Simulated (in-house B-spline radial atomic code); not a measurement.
Whole-atom quantities along the 58-electron series, configuration [Xe] 4f4. Computed with a radial B-spline atomic code at the basis-set limit: non-relativistic Hartree-Fock, average of the configuration, point nuclei.

This level leaves out relativity, spin-orbit splitting included, which matters for heavy ions.

| ion | Z | E/Z² (Eh) | Σ<r²> (bohr²) | n(0)/Z³ (bohr⁻³) | Lamb diamagnetic shielding (ppm) | repulsion over attraction |
| --- | --- | --- | --- | --- | --- | --- |
| Nd2+ | 60 | -2.5787 | 42.723 | 0.70979 | 6503.61 | 0.15544 |
| Pm3+ | 61 | -2.5943 | 37.826 | 0.71034 | 6643.07 | 0.15428 |
| Sm4+ | 62 | -2.6097 | 33.993 | 0.71088 | 6781.98 | 0.15304 |
